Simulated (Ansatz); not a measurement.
V5O22H19⁻. Charge -1, multiplicity 2. Geometry r2SCAN-D4/def2-SVP, that of the neutral singlet; atoms count from 1.

```xyz
46

V    -1.7850    0.5481    0.9673
V    -0.2971   -2.2914   -2.2656
V    -3.5619   -0.2703   -3.3948
V     0.8111    1.9659    3.9579
V     2.8545    0.3967    0.2225
O     0.1734    2.3967    5.5314
O     4.0835    1.1031   -0.8030
O     2.6200    2.1019    3.9541
O     0.1754    3.0068    2.7850
O     3.9602   -0.5913    1.2094
O    -2.2759    0.6627    2.6581
O     1.4348    0.6799   -0.7626
O     0.4872    0.4519    3.5662
O    -0.5340    1.8425    0.6927
O     1.4845   -0.9618    1.3711
O     2.5208    1.6484    1.3645
O     2.9398   -1.3766   -1.0512
O    -3.6204    1.1596   -2.4563
O    -0.7639   -2.8756   -3.8476
O    -1.0621   -0.9275    0.6618
O    -3.0600    0.7466    0.0129
O    -1.7295   -2.5627   -1.0241
O    -0.0446   -0.6702   -2.3132
O     1.0083   -3.0100   -1.6622
O    -3.6548   -1.5092   -2.3901
O    -4.8552   -0.3250   -4.5762
O    -1.9912   -0.3635   -4.2266
H    -0.1631    1.7435    6.1626
H     3.8097    1.3475   -1.7012
H     2.9856    2.9767    4.1625
H    -0.1281    2.6036    1.8581
H     3.5690   -1.3919    1.5973
H    -1.5966    0.2787    3.2444
H     0.8847    0.1010   -1.4078
H     1.2764   -0.5418    2.2347
H     0.2454    1.5964    0.1297
H     0.5707   -1.0664    0.9868
H     2.8527    1.7385    2.2997
H     3.7233   -1.8992   -0.8308
H    -3.4824    1.0866   -1.4532
H    -1.2448   -2.1723   -4.3451
H    -1.5151   -1.8962   -0.2046
H     2.1987   -2.0310   -1.2269
H    -2.5958   -2.2547   -1.4318
H    -5.5026   -1.0461   -4.5867
H    -1.2054   -0.1485   -3.6692
```

Single mean-field runs in def2-SVP are fitted with def2-universal-jkfit. In the doublet geometry the species has come apart into loosely held pieces.

(1) Estimate the Mulliken populations of the heavy atoms from the PBE0/def2-SVP orbitals of Ansatz.

(2) Where does the spin sit?

(3) And the Mayer bond orders between bonded heavy atoms (over 0.3)?

Results:

(1) 
```tsv
atom	charge (e)	spin (α − β)	d electrons
V1	1.08	0.01	3.08
V2	1.02	0.00	3.15
V3	1.09	0.00	3.09
V4	1.05	0.05	3.10
V5	0.93	0.95	3.13
O6	-0.47	0.00	–
O7	-0.45	-0.02	–
O8	-0.47	0.00	–
O9	-0.45	0.00	–
O10	-0.48	0.01	–
O11	-0.46	0.00	–
O12	-0.57	0.00	–
O13	-0.49	-0.01	–
O14	-0.53	0.00	–
O15	-0.31	0.00	–
O16	-0.50	-0.02	–
O17	-0.29	-0.01	–
O18	-0.43	0.00	–
O19	-0.46	0.00	–
O20	-0.63	0.00	–
O21	-0.56	0.00	–
O22	-0.39	0.00	–
O23	-0.55	0.00	–
O24	-0.51	0.00	–
O25	-0.49	0.00	–
O26	-0.45	0.00	–
O27	-0.49	0.00	–
```
Mulliken values and Mayer orders depend strongly on the basis.

(2) Summed by element: V 1.02, O -0.05, H 0.03, of 1 unpaired in all. Largest on single atoms: V5 0.95, V4 0.05, O16 -0.02.

(3) V1–O11 1.12 (1.76 Å); V1–O14 0.95 (1.82 Å); V1–O20 1.48 (1.67 Å); V1–O21 1.76 (1.60 Å); V2–O19 1.16 (1.75 Å); V2–O22 0.67 (1.91 Å); V2–O23 1.72 (1.64 Å); V2–O24 1.86 (1.61 Å); V3–O18 1.32 (1.71 Å); V3–O25 1.91 (1.60 Å); V3–O26 1.10 (1.75 Å); V3–O27 1.05 (1.78 Å); V4–O6 1.08 (1.75 Å); V4–O8 0.97 (1.81 Å); V4–O9 1.39 (1.69 Å); V4–O13 1.90 (1.60 Å); V5–O7 1.10 (1.75 Å); V5–O10 0.99 (1.78 Å); V5–O12 0.93 (1.75 Å); V5–O15 0.32 (2.25 Å); V5–O16 1.08 (1.73 Å); V5–O17 0.32 (2.18 Å).
